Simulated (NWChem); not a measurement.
Species: MgGeH3F; SMILES [GeH3][Mg][F]

Results from NWChem. Coordinates come from a PBE0/def2-SVP optimisation. Ions are spin-unrestricted doublets at the neutral geometry; other ion states weren't tried.

Predict the results for PBE/def2-SVP. Quantities: vertical ionisation energy, ΔSCF (eV); −ε(HOMO) (eV).


```json
{
 "vertical ionisation energy, ΔSCF (eV)": "9.60",
 "−ε(HOMO) (eV)": "6.52"
}
```
